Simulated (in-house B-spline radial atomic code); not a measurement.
Radial electron density of Si IV (Si3+), [Ne] 3s1. Method: scalar-relativistic (X2C) BHandHLYP, spin-polarised, spherical fractional occupations, Fermi nucleus of rms radius 3.1224 fm. Calculated with a radial B-spline atomic code at the basis-set limit.

Columns: r (bohr), 4πr²n(r) (electrons per bohr), bar.

```
 0.00418   0.3777 #
   0.005   0.5236 #
 0.00598   0.7226 ##
 0.00716   0.9943 ###
 0.00856    1.356 ####
  0.0102    1.827 #####
  0.0122    2.455 #######
  0.0146    3.268 #########
  0.0175    4.306 ############
   0.021    5.594 ################
  0.0251    7.097 ####################
    0.03     8.81 ########################
  0.0359    10.67 ##############################
  0.0429    12.51 ###################################
  0.0513    14.16 #######################################
  0.0613    15.35 ###########################################
  0.0734    15.85 ############################################
  0.0878    15.48 ###########################################
   0.105    14.28 ########################################
   0.126    12.51 ###################################
    0.15    10.83 ##############################
    0.18    9.741 ###########################
   0.215    9.798 ###########################
   0.257    10.97 ##############################
   0.307    12.69 ###################################
   0.368    14.06 #######################################
    0.44    14.13 #######################################
   0.526    12.57 ###################################
   0.629    9.713 ###########################
   0.752    6.449 ##################
     0.9    3.675 ##########
    1.08    1.902 #####
    1.29    1.113 ###
    1.54   0.8353 ##
    1.84   0.6713 ##
     2.2   0.4588 #
    2.63   0.2387 #
    3.15  0.08812 
    3.77  0.02207 
    4.51 0.003525 
    5.39 0.0003347 
    6.45 1.666e-05
```

On this grid the curve has 2 maxima, near 0.0734, 0.44 bohr.

The 2p up radial function P(r) = rR(r), positive near the nucleus:

```tsv
r (bohr)	P
0.00418	0.001578
0.00598	0.00314
0.00856	0.006238
0.0122	0.01223
0.0175	0.02405
0.0251	0.04665
0.0359	0.08824
0.0513	0.1619
0.0734	0.2859
0.105	0.4774
0.15	0.7377
0.215	1.034
0.307	1.263
0.44	1.299
0.629	1.069
0.9	0.6592
1.29	0.2751
1.84	0.06895
2.63	0.008278
```
